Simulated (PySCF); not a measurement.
Species: CH₄F₃P₃Si.
Geometry (PBE0-D3(BJ)/def2-SVP, Å), atoms numbered from 1 in this order:
```
atom  x, y, z in Å
F1    -2.290   -2.219    0.340
C2    -2.327   -0.910    0.093
F3    -2.527   -0.750   -1.215
F4    -3.385   -0.402    0.728
P5    -0.743   -0.096    0.768
P6    -0.610    1.548   -0.713
P7     0.520   -0.352   -1.032
Si8    2.447    0.143    0.070
H9     0.350    2.260    0.080
H10    2.152    0.896    1.328
H11    3.287    0.983   -0.834
H12    3.164   -1.129    0.379
```

Level: PBE0/pcSseg-1 and CAM-B3LYP/def2-SVPD in PySCF, non-relativistic, on one gas-phase PBE0-D3(BJ)/def2-SVP geometry that isn't relaxed in the solvent. The solvent is an IEF-PCM continuum (Bondi radii, 1.10 Å for H, scaled by 1.2). Only the electrostatic response of the medium enters.

Gas phase at PBE0/pcSseg-1: HOMO -7.82 eV, LUMO -1.41 eV, dipole 2.80 D.

**Question.** What does the continuum do to the energy, the frontier levels and the dipole at PBE0/pcSseg-1 in chloroform and acetone?

**Answer.** 
```tsv
solvent	ε	E(solvent) − E(gas) (kJ/mol)	polarisation term (kJ/mol)	distortion of the solute (kJ/mol)	HOMO (eV)	LUMO (eV)	dipole (D)
chloroform	4.711	-8.93	-10.19	1.26	-7.64	-1.20	3.51
acetone	20.49	-12.21	-14.66	2.45	-7.61	-1.16	3.77
```

The first energy column is the sum of the next two and covers electrostatics alone. From chloroform to acetone the lowering changes by a factor 1.37, Onsager's factor (ε − 1)/(2ε + 1) by 1.30 and ε itself by 4.3.

**Question.** Which radius a makes the point-dipole formula ΔE = −[(ε − 1)/(2ε + 1)]·μ²/a³ give the value in acetone, with the gas-phase dipole?

**Answer.** μ = 1.102 au and |ΔE| = 0.00465 Eh give a = 2.62 Å; the farthest nucleus lies 3.53 Å from the centroid of the nuclei, so such a sphere wouldn't even hold the nuclei. The formula assumes a rigid point dipole at the centre of a sphere.

**Question.** Give the dipole vector in the frame of the coordinates (D, pointing from negative to positive charge), gas and acetone.

**Answer.** Gas (2.45, 1.22, 0.60), solvent (3.21, 1.76, 0.90). Its length changes by +35 % and its direction by 3°.

**Question.** Which IAO charges (PBE0/pcSseg-1) respond most in acetone (means over atoms taken as equivalent)?

**Answer.** 
| atoms | environment | gas (e) | solvent (e) | change |
| --- | --- | --- | --- | --- |
| H9 | hydrogen on phosphorus | -0.009 | +0.015 | +0.024 |
| P7 | ring phosphorus | -0.102 | -0.120 | -0.018 |
| Si8 | SiH3 silicon | +0.396 | +0.408 | +0.012 |
| P6 | ring phosphorus | +0.037 | +0.027 | -0.010 |
| F1/F3/F4 | fluorine of a CF3 group | -0.271 | -0.276 | -0.005 |
| C2 | CF3 carbon | +0.642 | +0.639 | -0.003 |
| H10/H11/H12 | Si–H hydrogen | -0.093 | -0.091 | +0.002 |
| P5 | ring phosphorus | +0.131 | +0.132 | +0.001 |

**Question.** Which Mayer bond orders change most in acetone?

**Answer.** 
```
   bond  length (Å)    gas  solvent  change
 P7–Si8       2.274  0.849    0.838  -0.011
  C2–F3       1.333  0.987    0.981  -0.006
  C2–F4       1.334  0.997    0.991  -0.006
  F1–C2       1.333  0.999    0.994  -0.005
Si8–H10       1.495  0.908    0.912  +0.004
  C2–P5       1.905  0.864    0.867  +0.003
  P5–P6       2.216  0.973    0.970  -0.003
Si8–H11       1.493  0.925    0.928  +0.003
```

Gas phase at CAM-B3LYP/def2-SVPD: HOMO -8.90 eV, LUMO -0.22 eV, dipole 2.83 D.

**Question.** What does the continuum do to the energy, the frontier levels and the dipole at CAM-B3LYP/def2-SVPD in acetone?

**Answer.** 
```json
{"solvent": "acetone", "ε": "20.49", "E(solvent) − E(gas) (kJ/mol)": "-10.06", "polarisation term (kJ/mol)": "-12.32", "distortion of the solute (kJ/mol)": "2.26", "HOMO (eV)": "-8.67", "LUMO (eV)": "0.04", "dipole (D)": "3.80"}
```

**Question.** How does the static polarisability (CAM-B3LYP/def2-SVPD, frozen core, with the continuum's full static response) change?

**Answer.** 
```tsv
medium	isotropic (au)	principal values (au)	⟨r²⟩ of the electrons (bohr²)
gas	118.8	99.9, 114.3, 142.2	1907.1
acetone	175.0	152.6, 175.1, 197.2	1906.9
```

The isotropic value in acetone is 1.47 times the gas-phase one; no cavity-field correction is applied. ⟨r²⟩ is taken about the centre of nuclear charge.
